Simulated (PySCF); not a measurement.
## Bond curve of InP⁺

Set-up: basis In def2-SVPD with ECP28, P def2-SVPD; scalar-relativistic core potentials; PySCF 2.14. Energies in eV from In⁺ + P in their ground configurations at the same level. State: ⁴Σ⁻ (quartet), unpaired electrons σ ↑, π ↑↑.

```json
{"R (Å)": "2.564", "UHF": "0.3429", "r²SCAN": "-0.3377"}
{"R (Å)": "2.683", "UHF": "0.1643", "r²SCAN": "-0.4303"}
{"R (Å)": "2.802", "UHF": "0.0410", "r²SCAN": "-0.4722"}
{"R (Å)": "2.892", "UHF": "-0.0249", "r²SCAN": "-0.4824"}
{"R (Å)": "2.981", "UHF": "-0.0733", "r²SCAN": "-0.4805"}
{"R (Å)": "3.070", "UHF": "-0.1082", "r²SCAN": "-0.4703"}
{"R (Å)": "3.190", "UHF": "-0.1386", "r²SCAN": "-0.4481"}
{"R (Å)": "3.339", "UHF": "-0.1582", "r²SCAN": "-0.4125"}
{"R (Å)": "3.518", "UHF": "-0.1645", "r²SCAN": "-0.3647"}
{"R (Å)": "3.756", "UHF": "-0.1565", "r²SCAN": "-0.3009"}
```

Problem. Put a parabola through the three lowest points of the UHF curve and estimate Re, k and ωe (reduced mass 24.4 u; 1 eV/Å² = 0.16022 mdyn/Å; ωe = 1302.8·√(k/μ) cm⁻¹).

Solution. Through R = 3.339, 3.518, 3.756 Å the second-order coefficient is 0.165 eV/Å², so Re ≈ 3.535 Å, k ≈ 0.0529 mdyn/Å and ωe ≈ 61 cm⁻¹. A polynomial fit of higher order to the unrounded UHF energies gives Re = 3.511 Å, k = 0.0553 mdyn/Å, ωe = 62.0 cm⁻¹; anharmonicity and rounding make the difference.

The higher-order fit for each curve: UHF: Re = 3.511 Å, ωe = 62.0 cm⁻¹, De = 0.164 eV; r²SCAN: Re = 2.919 Å, ωe = 122 cm⁻¹, De = 0.483 eV.

These are scalar-relativistic numbers at best; spin–orbit coupling would shift them, the dissociation energy most. For an ion De counts to the pair picked by the measured ionisation energies or electron affinities, which need not be the lowest pair at this level. The state was picked by a PBE0 search and need not be the measured ground state.
